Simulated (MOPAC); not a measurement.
MOPAC input (PM3):

```
PM3 1SCF UHF MS=0.5 GEO-OK AUX(PRECISION=9) THREADS=1
HOS2

S     1.27597500 1    0.24842000 1    0.25976700 1
S    -0.39355000 1   -0.60101800 1   -0.17483600 1
O    -1.61153500 1    0.53086300 1   -0.17552800 1
H    -1.22652200 1    1.39466200 1    0.04533200 1
```

From the output:

```
                                                       MOPAC v23.2.5 Linux

          FINAL HEAT OF FORMATION =        -15.58585 KCAL/MOL =     -65.21122 KJ/MOL

          COSMO AREA              =         95.65 SQUARE ANGSTROMS
          COSMO VOLUME            =         80.77 CUBIC ANGSTROMS

          IONIZATION POTENTIAL    =          9.846101 EV
          ALPHA SOMO LUMO (EV)    =         -9.846 -3.063
          BETA  SOMO LUMO (EV)    =         -9.979 -2.324
          NO. OF ALPHA ELECTRONS  =         10
          NO. OF BETA  ELECTRONS  =          9
          MOLECULAR WEIGHT        =         81.1273         POINT GROUP:  Cs

          MOLECULAR DIMENSIONS (Angstroms)

            Atom       Atom       Distance
            O     3    S     1     2.93376
            H     4    S     2     1.94062
            S     1    S     2     0.00000

          SCF CALCULATIONS        =          1

   ATOM   CHEMICAL          X               Y               Z
  NUMBER   SYMBOL      (ANGSTROMS)     (ANGSTROMS)     (ANGSTROMS)

     1       S          1.27597500  *   0.24842000  *   0.25976700  *
     2       S         -0.39355000  *  -0.60101800  *  -0.17483600  *
     3       O         -1.61153500  *   0.53086300  *  -0.17552800  *
     4       H         -1.22652200  *   1.39466200  *   0.04533200  *

                             CARTESIAN COORDINATES

   1    S        1.275975000     0.248420000     0.259767000
   2    S       -0.393550000    -0.601018000    -0.174836000
   3    O       -1.611535000     0.530863000    -0.175528000
   4    H       -1.226522000     1.394662000     0.045332000

           Empirical Formula: H O S2  =     4 atoms

      MOLECULAR POINT GROUP   :   Cs

          ALPHA EIGENVALUES
 -38.27874 -30.03574 -22.47779 -18.17218 -15.83807 -15.80906 -12.85644 -12.60073
 -10.61163  -9.84610  -3.06310  -0.53319   3.37124

           BETA EIGENVALUES
 -38.12294 -28.70986 -21.26750 -17.50031 -15.41778 -15.08203 -12.18134 -10.91395
  -9.97921  -2.32355  -2.19559  -0.26697   3.36585

              NET ATOMIC CHARGES AND DIPOLE CONTRIBUTIONS

  ATOM NO.   TYPE          CHARGE      No. of ELECS.   s-Pop       p-Pop
    1          S          -0.258075        6.2581     1.97109     4.28698
    2          S           0.410121        5.5899     1.89129     3.69859
    3          O          -0.378525        6.3785     1.81875     4.55978
    4          H           0.226479        0.7735     0.77352
 DIPOLE           X         Y         Z       TOTAL
 POINT-CHG.    -0.761    -0.940    -0.298     1.246
 HYBRID        -0.102     1.410     0.237     1.434
 SUM           -0.863     0.470    -0.060     0.985

          ATOMIC ORBITAL ELECTRON POPULATIONS

     Atom    s        px        py        pz
    1  S   1.97109   1.13371   1.73420   1.41907
    2  S   1.89129   0.98442   1.14394   1.57024
    3  O   1.81875   1.38377   1.24224   1.93377
    4  H   0.77352

                    (SZ)    =    0.500000
                    (S**2)  =    0.772619

          ATOMIC ORBITAL SPIN POPULATIONS

    Atom   Total    s     px     py     pz
         Atomic
    1  S  0.6218  0.006 -0.005  0.085  0.535
    2  S  0.3892  0.022 -0.011  0.001  0.378
    3  O -0.0036 -0.002 -0.026 -0.006  0.030
    4  H -0.0074 -0.007

 **********************
 *                    *
 * JOB ENDED NORMALLY *
 *                    *
 **********************

 == MOPAC DONE ==
```

The geometry given is a B3LYP-D3(BJ)/def2-TZVP minimum.
